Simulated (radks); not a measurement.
Results of a calculation; reference values are marked as such.
Question: Code: a radial shooting solver on a logarithmic mesh with Libxc functionals. Model: non-relativistic Kohn-Sham, LDA (Slater exchange, VWN5 correlation), spin-polarised, spherical densities, point nucleus; open shells are filled with parallel spins first (spin-orbit coupling, left out, can overturn this in heavy ions). Response by self-consistent Sternheimer equations with the Hartree and adiabatic LDA kernel. For heavy and open-shell atoms this level of theory can miss by tens of per cent. Estimate the static dipole polarisabilities of Li+ ([He]) and Ar2+ ([Ne] 3s2 3p4) and the C6 coefficients of the three pairs.

Answer: alpha = 0.2150 and 4.838 bohr^3; C6 = 0.09114 (Li+-Li+), 1.115 (Li+-Ar2+), 16.96 (Ar2+-Ar2+) hartree bohr^6.
